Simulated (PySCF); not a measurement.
Ionisation energy of Dy²⁴⁺ by level of theory

Dy²⁴⁺ [Kr] 4d6 (5D) → Dy²⁵⁺ [Kr] 4d5 (6S), as a difference of total energies. Computed with PySCF 2.14 in an even-tempered Gaussian basis (18 s from 1.6 bohr⁻², ratio 2.5; 12 p from 2.1 bohr⁻², ratio 2.5; 9 d from 2.1 bohr⁻², ratio 2.5; 4 f from 10 bohr⁻², ratio 2.7; 3 g from 16 bohr⁻², ratio 2.7), with no relativity, point nucleus. Correlated levels: outer shells: [Ar] 3d10 frozen; virtual orbitals above 40 to 60 times the deepest correlated orbital energy dropped. The calculations carry no spin-orbit coupling.

```csv
method,ionisation energy (eV)
UHF,828.54
LDA,831.38
PBE,831.32
PBE0,831.15
r2SCAN,830.78
M06-2X,831.17
BP86,831.63
MP2 (outer shells),829.10
SCS-MP2 (outer shells),829.19
```

Problem. How much does correlation contribute at MP2 (outer shells)?

Solution. 829.10 − (828.54) = 0.56 eV, measured against UHF.

Spin-orbit coupling is strong in these open shells (close to jj coupling). The scalar numbers leave it out and a first-order estimate fails, so it can dominate the gap to the real levels.

All relativistic terms are absent from these numbers, so their closeness to the reference says little about the methods.

For comparison: 827 ± 4 eV (theoretical estimate listed by NIST; NIST Atomic Spectra Database, ionization energies).
